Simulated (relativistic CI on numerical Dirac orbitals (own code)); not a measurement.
Pr XLIII: computed level list

Computed by Dirac-Coulomb-Breit CI, orbitals from a KLI potential per configuration, model QED, unscaled Slater integrals (own radial code, finite nucleus).

Configuration list (outside the closed core [Ne]): 3s2 3p5, 3s 3p6, 3s2 3p4 3d, 3s 3p5 3d, 3p6 3d, 3s 3p4 3d2, 3s2 3p3 3d 4p, 3p6 4s, 3s 3p4 3d 4s, 3s2 3p4 4s, 3p6 4p, 3s2 3p4 4p, 3s2 3p4 4d, 3p5 3d 4p, 3s 3p5 4s, 3s2 3p4 4f, 3s 3p5 4p, 3s 3p5 4d, 3s 3p5 4f, 3s2 3p4 5s, 3s2 3p4 5p, 3s2 3p3 4s 4p, 3s2 3p4 5d, 3s2 3p4 5f, 3s2 3p4 5g, 3s 3p4 4s2, 3s 3p5 5s, 3s 3p5 5p, 3s2 3p3 3d2, 3s2 3p2 3d3, 3s 3p3 3d3, 3s2 3p2 3d2 4s, 3s2 3p2 3d2 4p, 3s2 3p2 3d2 4d, 3p5 3d2, 3p4 3d3, 3p4 3d2 4s, 3p4 3d2 4p, 3p4 3d2 4d, 3s2 3p3 3d 4s, 3s 3p3 3d2 4s, 3s2 3p2 3d 4s2, 3s2 3p2 3d 4s 4p, 3s2 3p2 3d 4s 4d, 3p5 3d 4s, 3p4 3d 4s2, 3p4 3d 4s 4p, 3p4 3d 4s 4d, 3s2 3p3 4s2, 3s 3p3 3d 4s2, 3s2 3p2 4s2 4p, 3s2 3p2 4s2 4d, 3s2 3p3 4p2, 3s2 3p2 3d 4p2, 3s 3p3 3d 4p2, 3s2 3p2 4s 4p2, 3s2 3p2 4p3, 3s2 3p2 4p2 4d. Double excitations out of closed p, d and f shells are left out; levels of such configurations are missing from the list, as are those of other unlisted configurations, and high levels can miss mixing partners. These lack a partner that the ground configuration has and come out too high: 3s2 3p4 4f, 3s 3p5 4p, 3s 3p5 4d, 3s 3p5 4f, 3s2 3p4 5s.

The lowest level is 3s2 3p5 2P°_3/2, with 98 % of that term; Hund's rules for 3s2 3p5 give 2P° with J = 3/2, in agreement.

```csv
No.,Configuration,Term,J,E (cm⁻¹),%,jj configuration (%)
1,3s2 3p5,2P°,3/2,0,98,3p3/2^3 (98)
2,3s2 3p5,2P°,1/2,951418,98,3p1/2 3p3/2^4 (98)
3,3p4(3P) 3d,4D,3/2,1417124,39,3p3/2^2 3d3/2 (98)
4,3p4(3P) 3d,4D,5/2,1443623,46,3p3/2^2 3d3/2 (91)
5,3p4(3P) 3d,4P,1/2,1449717,45,3p3/2^2 3d3/2 (94)
6,3p4(3P) 3d,4F,7/2,1480994,33,3p3/2^2 3d3/2 (96)
7,3p4(1S) 3d,2D,3/2,1588218,58,3p3/2^2 3d3/2 (93)
8,3p4(3P) 3d,2F,7/2,1645249,46,3p3/2^2 3d5/2 (95)
9,3p4(3P) 3d,2P,1/2,1662521,47,3p3/2^2 3d5/2 (86)
10,3p4(3P) 3d,4F,9/2,1663325,70,3p3/2^2 3d5/2 (99)
11,3p4(1S) 3d,2D,5/2,1833514,51,3p3/2^2 3d5/2 (98)
12,3p4(1D) 3d,2D,3/2,1868177,36,3p3/2^2 3d5/2 (88)
13,3p4(3P) 3d,2D,5/2,1889962,40,3p3/2^2 3d5/2 (83)
14,3s 3p6,2S,1/2,2091608,63,3s (63)
15,3p4(3P) 3d,4D,1/2,2297751,77,3p1/2 3p3/2^3 3d3/2 (95)
16,3p4(3P) 3d,4D,3/2,2362586,34,3p1/2 3p3/2^3 3d3/2 (92)
17,3p4(3P) 3d,4F,5/2,2425098,44,3p1/2 3p3/2^3 3d3/2 (97)
18,3p4(1D) 3d,2G,7/2,2433607,59,3p1/2 3p3/2^3 3d3/2 (98)
19,3p4(3P) 3d,4F,7/2,2558790,40,3p1/2 3p3/2^3 3d5/2 (98)
20,3p4(1D) 3d,2P,3/2,2607723,50,3p1/2 3p3/2^3 3d5/2 (90)
21,3p4(3P) 3d,2F,5/2,2638632,40,3p1/2 3p3/2^3 3d5/2 (87)
22,3p4(1D) 3d,2G,9/2,2640838,69,3p1/2 3p3/2^3 3d5/2 (99)
23,3p4(3P) 3d,2D,5/2,2643814,50,3p1/2 3p3/2^3 3d3/2 (76)
24,3p4(3P) 3d,2P,3/2,2652053,55,3p1/2 3p3/2^3 3d3/2 (78)
25,3p4(1D) 3d,2S,1/2,2671711,37,3p1/2 3p3/2^3 3d3/2 (75)
26,3p4(1D) 3d,2D,5/2,2686736,51,3p1/2 3p3/2^3 3d5/2 (91)
27,3p4(1D) 3d,2F,7/2,2739373,78,3p1/2 3p3/2^3 3d5/2 (98)
28,3p4(3P) 3d,2D,3/2,2880762,69,3p1/2 3p3/2^3 3d5/2 (80)
29,3p3(2P°) 3d2(3F),4F°,3/2,2915339,29,3p3/2 3d3/2^2 (95)
30,3p3(2P°) 3d2(3F),4D°,1/2,2940293,43,3p3/2 3d3/2^2 (92)
```

Energies count from the lowest computed level; ° marks odd parity. Percentages are summed over parent terms; the parents shown are those of the largest component, closed shells are left out there. Filled j subshells are mostly left out of the jj labels.

The mean weight of the leading LS term, summed over parents, in these 30 levels is 53 %, and that of the leading jj configuration (from the same eigenvectors) 91 %, so jj coupling describes them better and the LS labels are nominal.

At this charge energies of transitions that change n are usually good to better than 1 %, and those within a shell (Δn = 0) to a few per cent.

LS names give the leading component of a level, which can be under half, so a name can repeat, a term be missing and a line seem to break the LS rules.
